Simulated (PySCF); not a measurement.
C6H5F3N (doublet state).
Geometry (GFN2-xTB, Å), atoms numbered from 1 in this order:
```
atom  x, y, z in Å
F1     2.0009    1.5647    1.0762
C2     2.4111    0.6524    0.2005
F3     3.7230    0.7019    0.0361
C4     1.5726   -0.2104   -0.4339
F5     2.1567   -1.0746   -1.2928
C6     0.1825   -0.2902   -0.2870
C7    -0.6766   -1.1984   -0.9582
N8    -1.9237   -1.0773   -0.6569
C9    -2.0814   -0.0239    0.3013
C10   -0.6787    0.5530    0.5953
H11   -0.3497   -1.9387   -1.6683
H12   -2.7669    0.7202   -0.1145
H13   -2.5642   -0.4369    1.1915
H14   -0.6069    1.6127    0.3419
H15   -0.4032    0.4535    1.6471
```

The hyperfine couplings belong to this conformer and change with its torsions.

The species is `FC(F)=C(F)[C]1C=NCC1` [radical].

Computed with UKS B3LYP, pcH-1 on C F H N, non-relativistic, mean-field spin-orbit, GIAO (PySCF 2.14.0). One conformer (not necessarily the lowest) at the GFN2-xTB geometry, without solvent, vibrations or thermal averaging. A GFN2-xTB geometry isn't a minimum of the functional, and hyperfine couplings can be far from their values at a DFT geometry. Stability of the SCF solution: not tested. ⟨S²⟩ is 0.787 where a pure state has 0.75.

Principal values of hyperfine tensors in MHz (contact and dipolar terms together), for some of the nuclei:

| atom | isotope | A1 | A2 | A3 | alike by the symmetry of this geometry |
| --- | --- | --- | --- | --- | --- |
| F1 | 19F | -50.32 | -25.35 | 281.29 | none |
| H15 | 1H | 64.38 | 67.23 | 71.77 | H14 |
| H12 | 1H | 48.11 | 49.96 | 55.65 | H13 |
| C2 | 13C | 6.89 | 8.48 | 135.12 | none |
| C4 | 13C | -77.03 | -37.78 | -34.28 | none |
| C6 | 13C | 5.38 | 6.13 | 137.12 | none |
| C7 | 13C | -58.56 | -25.07 | -21.42 | none |
| F5 | 19F | -94.13 | -2.79 | 15.81 | none |

Question: Give the isotropic coupling of each nucleus in MHz and in mT (g = 2.0038), and the anisotropic part.

Answer: a_iso is a third of the trace, T = A − a_iso, and a(mT) = a(MHz)/(g × 13.996).

```json
{"atom": "F1", "a_iso (MHz)": "68.54", "a_iso (mT)": "2.444", "T1": "-118.86", "T2": "-93.89", "T3": "212.75"}
{"atom": "H15", "a_iso (MHz)": "67.79", "a_iso (mT)": "2.417", "T1": "-3.41", "T2": "-0.56", "T3": "3.98"}
{"atom": "H12", "a_iso (MHz)": "51.24", "a_iso (mT)": "1.827", "T1": "-3.13", "T2": "-1.28", "T3": "4.41"}
{"atom": "C2", "a_iso (MHz)": "50.16", "a_iso (mT)": "1.789", "T1": "-43.27", "T2": "-41.69", "T3": "84.96"}
{"atom": "C4", "a_iso (MHz)": "-49.70", "a_iso (mT)": "-1.772", "T1": "-27.33", "T2": "11.91", "T3": "15.42"}
{"atom": "C6", "a_iso (MHz)": "49.54", "a_iso (mT)": "1.767", "T1": "-44.16", "T2": "-43.41", "T3": "87.58"}
{"atom": "C7", "a_iso (MHz)": "-35.02", "a_iso (mT)": "-1.249", "T1": "-23.55", "T2": "9.95", "T3": "13.60"}
{"atom": "F5", "a_iso (MHz)": "-27.04", "a_iso (mT)": "-0.964", "T1": "-67.09", "T2": "24.25", "T3": "42.85"}
```

Question: What spin density at the nucleus of C7 lies behind its contact coupling (g_N = 1.40482)?

Answer: a_FC = (2μ0/3) gₑ μB g_N μN ρ(0)/(2S·h) = 800.24 MHz × g_N × ρ(0)/(2S), with ρ in bohr⁻³. With a_FC = -35.02 MHz and 2S = 1, ρ(0) = -0.03115 bohr⁻³.

Question: F3 (19F, g_N = 5.25774) isn't in the table. Its spin density at the nucleus is 0.01702 bohr⁻³. What is its contact coupling?

Answer: By the same relation, a_FC = 71.6 MHz. Its full tensor has the principal values -54.29, -32.07, 301.19 MHz.

Question: Which nucleus of the table has the largest anisotropic coupling, and what is its form?

Answer: F1: -118.9, -93.9, 212.7 MHz, rhombic: the two smaller values differ by 12 % of the largest.

Question: What first-order splitting does H12 cause when the field lies along A1, A2 or A3 of its tensor (g taken as isotropic, no quadrupole term)?

Answer: 2 lines (I = 1/2), spaced by |A_i|/(g × 13.996): 1.72, 1.78, 1.98 mT along the axes of A1, A2 and A3.
